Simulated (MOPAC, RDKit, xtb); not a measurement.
Noncovalent pair: H2S (SMILES S) (first 3 atoms) with CH3F (SMILES CF); geometry from B3LYP-D3(BJ)/def2-TZVP, rigid monomers moved along the line of their centres of mass till H3···F5 is 2.05 Å.
(charge 0, multiplicity 1):
```xyz
8

S     -1.019     0.176    -0.216
H      0.062     0.849    -0.644
H     -0.301    -0.537     0.669
C     -0.096     0.345     3.296
F      0.443    -0.717     2.566
H      0.725     0.919     3.726
H     -0.684     0.965     2.620
H     -0.726    -0.064     4.086
```

Interaction energies are E(AB) − E(A) − E(B) at the monomers' geometry in the complex; basis-set methods are counterpoise corrected. RDKit's UFF carries no charges.

The state that AM1, PM6 reach isn't checked.

Codes used: MOPAC for AM1, PM6 (differences of heats of formation); RDKit for the force fields; xtb for the GFN methods. 

One of these levels gives -7.9 kJ/mol for the interaction energy. Name it.
A. GFN-FF
B. UFF
C. PM6
D. AM1

A, GFN-FF. The others give 25.7 (UFF), 1.3 (AM1), 5.3 (PM6)
